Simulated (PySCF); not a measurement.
**Core-level binding energies of `CS(=O)(=O)C1=CC1`**

Species: C4H6O2S.
Cartesian coordinates in Å at the PBE0-D3(BJ)/def2-SVP level; atoms count from 1:
```
atom  x, y, z in Å
C1    -1.8555    0.4871   -0.4171
S2    -0.8574   -0.7265    0.4170
O3    -1.0752   -0.5766    1.8506
O4    -1.0415   -2.0079   -0.2478
C5     0.7799   -0.1845    0.1049
C6     2.0038   -0.5424   -0.1347
C7     1.8132    0.8829    0.3043
H8    -2.8930    0.2034   -0.1920
H9    -1.6649    0.4304   -1.4960
H10   -1.6321    1.4798   -0.0070
H11    2.7169   -1.3255   -0.3775
H12    1.8903    1.6949   -0.4335
H13    2.1038    1.1726    1.3253
```

Theory: PySCF 2.14.0, delta-SCF UKS SCAN, pcX-2 on the ionised atom, pcseg-1 elsewhere, spin-free X2C. Each binding energy is the total energy of the core-ionised species, with the hole localised on one atom, minus that of the ground state; both are solved self-consistently, so orbital relaxation is included.

Question: List the computed XPS lines with their assignment.

Answer: 
```tsv
atom(s)	environment	level	binding energy (eV)	2p1/2 (eV)	above the level's lowest (eV)	count
S2	sulfonyl sulfur	S 2p3/2	174.00	175.23	0.00	1
C5	fully substituted alkene carbon	C 1s	291.41	–	0.00	1
C6	alkene CH carbon	C 1s	291.41	–	0.00	1
C7	allylic carbon	C 1s	291.65	–	+0.24	1
C1	S-methyl carbon	C 1s	291.78	–	+0.37	1
O3/O4	sulfonyl oxygen	O 1s	537.48	–	0.00	2
S2	sulfonyl sulfur	S 1s	2482.89	–	0.00	1
```

Lowest listed C 1s: C5, bonded to S, C (double bond) and C. Highest, 0.37 eV above it: C1, bonded to S and 3 H. The values 291.41 and 291.41 eV lie too close for their order to be trusted.

Question: Express the binding energy of S 2p3/2 of S2 in atomic units and per mole.

Answer: 174.00 eV = 6.3944 Eh = 16788 kJ/mol.

One atom of each set of topologically equivalent atoms was ionised and stands for the set; in this conformer not all members are related by symmetry, and their own values weren't computed. 2p3/2 and 2p1/2 are the ΔSCF energy of one spin-free 2p hole plus the eigenvalues of a spin–orbit and ligand-field matrix of the shell. 2p1/2 minus 2p3/2 (ligand field included): S 1.23 eV. The structure is a single PBE0-D3(BJ)/def2-SVP conformer in the gas phase; no vibrational or solvent corrections.

Time: 57 s. Hardware: an Arm Neoverse V1 with one thread, shared host.
